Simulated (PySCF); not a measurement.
VF₄, SMILES [F][V]([F])([F])[F] (connectivity only; charge and spin as stated), neutral, multiplicity 2.

Geometry optimised at PBE0-D3(BJ)/def2-SVP. A frequency run showed that this geometry is not a minimum. The spin state was assumed, not searched. The isomer is the one that the SMILES or the coordinates give; other isomers of the formula were not compared.

The numbers are results of PBE0-D3(BJ)/def2-SVP (PySCF), not measurements.

Frequencies are harmonic and unscaled.

Modes within 1.5 cm⁻¹ of each other (mostly degenerate sets) share a row, with their intensities summed.

Computed vibrational spectrum:
```
mode  ν (cm⁻¹)  IR (km/mol)  moving atoms (share of kinetic energy)
----  --------  -----------  --------------------------------------
1          44i          0.0                                 F 100 %
2          169         42.2                          F 69 %, V 31 %
3          187          0.0                                 F 100 %
4–5        221         36.3                          F 78 %, V 22 %
6          753          0.0                                 F 100 %
7          779        197.8                          F 71 %, V 29 %
8–9        851        424.0                          F 62 %, V 38 %
```
